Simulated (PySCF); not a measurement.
## How methods differ on the ionisation energy of Se

Se [Ar] 3d10 4s2 4p4 (3P) → Se⁺ [Ar] 3d10 4s2 4p3 (4S), as a difference of total energies. Computed with PySCF 2.14 in aug-cc-pVDZ-PP with ECP10MDF (5s4p3d, 32 functions), with scalar relativity through the core potential. Correlated levels: valence: 3s2 3p6 3d10 frozen. The calculations carry no spin-orbit coupling.

```
        method  ionisation energy (eV)
           UHF                   8.511
          MN15                   9.345
           PBE                   9.574
 MP2 (valence)                   9.004
CCSD (valence)                   9.047
```

Q: Estimate what CCSD(T) (valence) gives.

A: 9.066 eV, closest to CCSD (valence) among the rows shown.

Q: Estimate what SCS-MP2 (valence) gives.

A: 9.021 eV, closest to MP2 (valence) among the rows shown.

Errors of the correlated levels include the incompleteness of this basis and the frozen core.

For comparison: 9.635 eV (measured; NIST levels, between the centres of gravity of the two terms).
